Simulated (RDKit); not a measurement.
RDKit input (UFF):

```python
from rdkit import Chem
from rdkit.Chem import AllChem, rdDetermineBonds

mol = Chem.MolFromXYZFile('mol.xyz')
rdDetermineBonds.DetermineBonds(mol, charge=-1)
print('SMILES', Chem.MolToSmiles(Chem.RemoveHs(mol)))
ff = AllChem.UFFGetMoleculeForceField(mol)
e0 = ff.CalcEnergy()
flag = ff.Minimize(maxIts=5000, forceTol=1e-5)
print(f'energy {e0:.4f} -> {ff.CalcEnergy():.4f} kcal/mol, converged: {flag == 0}')
print(Chem.MolToXYZBlock(mol))
```
mol.xyz:
```
11

Si    -1.99269100     0.35017000     0.03442800
C     -0.20465700     0.02607900    -0.00006300
C      0.31551800    -1.20527600    -0.42411800
O      1.72036000    -1.04100000    -0.29868700
C      2.01498700     0.20726900     0.16958400
C      0.87835500     0.91064500     0.37260200
H     -2.53773400     0.71475000     1.38774400
H     -2.43516000     1.51437800    -0.80836300
H     -2.79531000    -0.81360200    -0.42680300
H      3.05827800     0.45164800     0.30729400
H      0.81950100     1.92614200     0.73960700
```

Output:

```
SMILES [SiH3]c1[c-]occ1
energy 49.2581 -> 32.8062 kcal/mol, converged: True
11

Si    -2.009418    0.380205    0.044571
C     -0.207034    0.014187   -0.004506
C      0.372647   -1.171110   -0.408969
O      1.677481   -1.042583   -0.301219
C      1.969171    0.156599    0.149008
C      0.809548    0.868466    0.354014
H     -2.403010    0.705102    1.423436
H     -2.297703    1.525914   -0.830635
H     -2.764037   -0.793988   -0.418262
H      2.974124    0.515373    0.326579
H      0.719679    1.883037    0.719206
```

The dipole moment of an ion depends on the origin.

The geometry given is a B3LYP-D3(BJ)/def2-TZVP minimum.
